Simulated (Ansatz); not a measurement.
(H2Al-mu-Cl)2 (Al2H4Cl2). The state is a singlet with charge 0. Geometry r2SCAN-D4/def2-SVP.

Cartesian coordinates in Å:
```
Al -1.0564 0.8507 0.9359
H -2.5882 0.5825 0.6837
H -0.4125 1.8391 1.9802
Cl -0.0298 1.1953 -1.1202
Al 1.0566 -0.8506 -0.9357
H 2.5858 -0.5751 -0.6756
H 0.4229 -1.8419 -1.9834
Cl 0.0216 -1.2001 1.1153
```

Q: Estimate the orbital energies around the gap (eV) in Ansatz with HF/STO-3G, LDA (SPW92)/def2-TZVP, r2SCAN-D4/def2-TZVP, r2SCAN0-D4/def2-TZVP, BHLYP-D4/def2-TZVP.

A: 
```json
{"orbital": "HOMO−9", "HF/STO-3G": "-15.47", "LDA (SPW92)/def2-TZVP": "-11.81", "r2SCAN-D4/def2-TZVP": "-12.07", "r2SCAN0-D4/def2-TZVP": "-13.53", "BHLYP-D4/def2-TZVP": "-14.69"}
{"orbital": "HOMO−8", "HF/STO-3G": "-14.74", "LDA (SPW92)/def2-TZVP": "-11.66", "r2SCAN-D4/def2-TZVP": "-11.93", "r2SCAN0-D4/def2-TZVP": "-13.39", "BHLYP-D4/def2-TZVP": "-14.52"}
{"orbital": "HOMO−7", "HF/STO-3G": "-12.46", "LDA (SPW92)/def2-TZVP": "-10.31", "r2SCAN-D4/def2-TZVP": "-10.63", "r2SCAN0-D4/def2-TZVP": "-11.91", "BHLYP-D4/def2-TZVP": "-12.88"}
{"orbital": "HOMO−6", "HF/STO-3G": "-12.29", "LDA (SPW92)/def2-TZVP": "-9.59", "r2SCAN-D4/def2-TZVP": "-9.89", "r2SCAN0-D4/def2-TZVP": "-11.26", "BHLYP-D4/def2-TZVP": "-12.32"}
{"orbital": "HOMO−5", "HF/STO-3G": "-11.82", "LDA (SPW92)/def2-TZVP": "-9.15", "r2SCAN-D4/def2-TZVP": "-9.47", "r2SCAN0-D4/def2-TZVP": "-10.71", "BHLYP-D4/def2-TZVP": "-11.75"}
{"orbital": "HOMO−4", "HF/STO-3G": "-11.31", "LDA (SPW92)/def2-TZVP": "-9.13", "r2SCAN-D4/def2-TZVP": "-9.40", "r2SCAN0-D4/def2-TZVP": "-10.68", "BHLYP-D4/def2-TZVP": "-11.66"}
{"orbital": "HOMO−3", "HF/STO-3G": "-11.15", "LDA (SPW92)/def2-TZVP": "-8.82", "r2SCAN-D4/def2-TZVP": "-9.13", "r2SCAN0-D4/def2-TZVP": "-10.46", "BHLYP-D4/def2-TZVP": "-11.47"}
{"orbital": "HOMO−2", "HF/STO-3G": "-10.65", "LDA (SPW92)/def2-TZVP": "-8.35", "r2SCAN-D4/def2-TZVP": "-8.65", "r2SCAN0-D4/def2-TZVP": "-9.85", "BHLYP-D4/def2-TZVP": "-10.85"}
{"orbital": "HOMO−1", "HF/STO-3G": "-10.34", "LDA (SPW92)/def2-TZVP": "-7.61", "r2SCAN-D4/def2-TZVP": "-7.91", "r2SCAN0-D4/def2-TZVP": "-9.11", "BHLYP-D4/def2-TZVP": "-10.15"}
{"orbital": "HOMO", "HF/STO-3G": "-9.63", "LDA (SPW92)/def2-TZVP": "-7.16", "r2SCAN-D4/def2-TZVP": "-7.47", "r2SCAN0-D4/def2-TZVP": "-8.64", "BHLYP-D4/def2-TZVP": "-9.65"}
{"orbital": "LUMO", "HF/STO-3G": "8.98", "LDA (SPW92)/def2-TZVP": "-2.04", "r2SCAN-D4/def2-TZVP": "-1.35", "r2SCAN0-D4/def2-TZVP": "-0.74", "BHLYP-D4/def2-TZVP": "-0.15"}
{"orbital": "LUMO+1", "HF/STO-3G": "9.47", "LDA (SPW92)/def2-TZVP": "-1.02", "r2SCAN-D4/def2-TZVP": "-0.32", "r2SCAN0-D4/def2-TZVP": "0.39", "BHLYP-D4/def2-TZVP": "0.96"}
{"orbital": "LUMO+2", "HF/STO-3G": "10.00", "LDA (SPW92)/def2-TZVP": "-0.83", "r2SCAN-D4/def2-TZVP": "-0.11", "r2SCAN0-D4/def2-TZVP": "0.49", "BHLYP-D4/def2-TZVP": "1.02"}
{"orbital": "LUMO+3", "HF/STO-3G": "11.22", "LDA (SPW92)/def2-TZVP": "-0.57", "r2SCAN-D4/def2-TZVP": "0.13", "r2SCAN0-D4/def2-TZVP": "0.75", "BHLYP-D4/def2-TZVP": "1.24"}
{"orbital": "LUMO+4", "HF/STO-3G": "13.68", "LDA (SPW92)/def2-TZVP": "-0.24", "r2SCAN-D4/def2-TZVP": "0.46", "r2SCAN0-D4/def2-TZVP": "1.20", "BHLYP-D4/def2-TZVP": "1.86"}
{"orbital": "LUMO+5", "HF/STO-3G": "13.82", "LDA (SPW92)/def2-TZVP": "0.45", "r2SCAN-D4/def2-TZVP": "1.13", "r2SCAN0-D4/def2-TZVP": "1.84", "BHLYP-D4/def2-TZVP": "2.44"}
```
